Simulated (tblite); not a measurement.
Problem. Write a Z-matrix for InChI=1S/C5H12FPSi/c1-4(6)5-2-3-8(5)7/h4-5,8H,2-3,7H2,1H3/t4-,5-,8-/m1/s1 as optimised with GFN2-xTB.

Solution. 
Z-matrix in Å and degrees, rows numbered from 1:
```
C 
C   1  1.5201
F   2  1.3927  1  108.62
C   2  1.5159  1  113.70  3   120.54
C   4  1.5395  2  114.98  1    72.05
C   5  1.5403  4  100.38  2   132.52
Si  6  1.9179  5   90.86  4   -12.15
P   7  2.2397  4  110.31  2   -19.18
H   1  1.0878  2  109.86  3   -60.93
H   1  1.0860  2  109.48  3   179.27
H   1  1.0875  2  110.41  3    58.97
H   2  1.1004  1  110.73  3  -114.73
H   4  1.0906  2  108.47  1   -53.45
H   5  1.0895  4  113.52  2  -106.02
H   5  1.0900  4  110.49  2    15.72
H   6  1.0871  5  111.83  4   103.84
H   6  1.0872  5  113.72  4  -134.09
H   7  1.4698  4  115.78  2   118.18
H   8  1.3828  7   94.18  4    74.42
H   8  1.3847  7   95.27  4   167.72
```

Of the pairs four or more bonds apart, P8···H12 is among the closest relative to their van der Waals radii: 2.99 Å, 100 % of the sum of Bondi's values. Si7 (SiH silicon) has angles from 76.0° to 118.1°. The 4 C–C bonds span 1.516 Å (C2–C4, drawn single) to 1.540 Å (C5–C6, drawn single), a spread of 0.024 Å. The 4-membered ring C4–C5–C6–Si7 has internal angles of 76.0° to 100.4° (sum 358°, against 360° for a flat polygon); it is puckered, 0.08 Å rms from its mean plane, widest ring torsion 12°.

Computed geometry: GFN2-xTB, gas phase.

Point group: C1 (no symmetry element, even within 0.4 Å). Its GFN2-xTB frequencies are all real (lowest 42 cm⁻¹). The numbers are those of one conformer (C1–C2–C4–C5 72°, C6–Si7–P8–H 157° and -109°, C2–C4–C5–C6 133°, C4–C5–C6–Si7 -12°, C5–C6–Si7–P8 -97°, C2–C4–Si7–C6 -129°).

On Arm Neoverse N1, one thread, no GPU, shared host with 64 logical CPUs at a one-minute load of 59, this took 1.8 s of wall time. That covers the optimisation of the geometry.
